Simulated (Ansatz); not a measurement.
`CC(C)(C)B(F)F`. The species carries charge 0 and has multiplicity 1. Geometry: relaxed with PBE0-D4/def2-TZVP.

```xyz
16

C     0.955    0.089   -1.178
C     0.044    0.054    0.050
C    -1.138    1.003   -0.140
C    -0.481   -1.380    0.246
B     0.851    0.395    1.355
F     2.107    0.010    1.521
F     0.310    1.035    2.379
H     0.396   -0.220   -2.067
H     1.809   -0.582   -1.066
H     1.342    1.095   -1.365
H    -1.806    0.992    0.724
H    -1.718    0.709   -1.020
H    -0.807    2.034   -0.290
H    -1.147   -1.455    1.110
H    -1.050   -1.684   -0.639
H     0.334   -2.096    0.379
```

What is the dipole moment at ωB97M-V/def2-TZVPP? (Best estimate.)

Ansatz gave: 1.57 D, with components (-0.81, -0.39, -1.29) D in this frame, pointing from negative to positive charge.

And with PBE, r2SCAN, B3LYP? (Best estimate.)

The calculation gave: PBE 1.49 D, r2SCAN 1.56 D, B3LYP 1.59 D.

Give the Mulliken charges with ωB97M-V, r2SCAN, PBE in def2-TZVPP. (Best estimate.)

Ansatz gave: 
```
atom  ωB97M-V  r2SCAN    PBE
  C1    -0.31   -0.20  -0.27
  C2    -0.10    0.17   0.08
  C3    -0.31   -0.19  -0.26
  C4    -0.35   -0.24  -0.31
  B5     0.49    0.49   0.41
  F6    -0.23   -0.25  -0.20
  F7    -0.23   -0.25  -0.20
  H8     0.11    0.04   0.07
  H9     0.12    0.06   0.09
 H10     0.11    0.05   0.08
 H11     0.12    0.06   0.09
 H12     0.11    0.04   0.07
 H13     0.11    0.05   0.08
 H14     0.12    0.06   0.09
 H15     0.11    0.04   0.07
 H16     0.13    0.06   0.09
```

B3LYP here is the variant with VWN-RPA as its local correlation; programs differ in this.
